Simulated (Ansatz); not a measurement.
Reaction (SMILES): [O]=[Zr]([F])[F] → [O]=[Zr]([F])[F] as doublet, charge -1 (an electron is taken up)
Geometries: B3LYP-D3(BJ)/def2-TZVP minima from Ansatz (a quantum-chemistry and plane-wave program). Frequencies are from Ansatz. [O]=[Zr]([F])[F] as doublet, charge -1: The spin state was set by rule; other spins were not relaxed.
Geometry of the first species:
```
Zr
O 1 1.7491
F 1 1.9461 2 112.03
F 1 1.9461 2 112.03 3 -138.72
```
Charge 0, spin multiplicity 1.

Wanted: adiabatic electron affinity (0 K, with B3LYP-D3(BJ) harmonic zero-point energies), positive where the reaction releases energy, in eV. Correlated levels leave the core frozen unless marked. UHF or UKS for open shells. No spin-orbit coupling. The frozen core is the preceding noble-gas configuration, with the filled d and f shells of earlier blocks. In def2 rows, elements after Kr have scalar-relativistic effective core potentials. Anions need diffuse functions: def2-D sets add few; the other sets have none. 

```tsv
level	program	adiabatic electron affinity (eV)
HF/def2-TZVPP	Ansatz	1.37
PBE-D3(BJ)/def2-TZVPD	Ansatz + dftd3	1.66
BLYP/def2-TZVPD	Ansatz	1.67
revPBE-D3(BJ)/def2-TZVPD	Ansatz + dftd3	1.61
revPBE/def2-TZVPD	Ansatz	1.61
PBE0/def2-TZVP	Ansatz	1.64
r2SCAN0-D4/def2-TZVPD	Ansatz + dftd4	1.72
CAM-B3LYP-D3(BJ)/def2-TZVPD	Ansatz + dftd3	1.80
LC-wPBE-D4/def2-TZVPD	Ansatz + dftd4	1.70
B2GP-PLYP/def2-TZVPD	Ansatz	1.58
MP2/def2-SVP	Ansatz	1.09
MP2/def2-TZVPP	Ansatz	1.33
SCS-MP2/def2-SVPD	Ansatz	1.43
SCS-MP2/def2-TZVPP	Ansatz	1.31
```
